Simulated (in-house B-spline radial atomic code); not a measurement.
Configurations of Ar⁴⁺, with energies counted from [Ne] 3s2 3p2. Computed with a B-spline radial code for spherical atoms: scalar-relativistic (X2C) BHandHLYP, spin-polarised, spherical fractional occupations, exact exchange averaged over the configuration, Fermi nucleus of rms radius 3.4274 fm. Shells without spins written out take the highest spin.

Occupations are held fixed; configurations that lie above the ionisation limit could autoionise.

```
           configuration  E - E(ref) (eV)  highest orbital  its <r> (bohr)
        [Ne] 3s1 3p2 3d1           34.774            3d up           1.455
        [Ne] 3s2 3p1 4f1           52.503            4f up            3.35
    [He] 2s2 2p5 3s2 3p3           241.19            3p up           1.258
[He] 2s2 2p5 3s2 3p2 3d1           266.26            3d up           1.349
[He] 2s2 2p5 3s2 3p2 4f1           299.54            4f up           3.305
```

(1) Order these further configurations by energy, lowest first.
A. [Ne] 3s1 3p3
B. [He] 2s2 2p5 3s2 3p2 4d1
C. [Ne] 3s2 3p1 4s1
D. [Ne] 3s1 3p2 4f1
E. [Ne] 3s2 3p1 3d1

Results:

(1) A (10.701 eV), E (24 eV), C (36.589 eV), D (64.754 eV), B (295.13 eV).
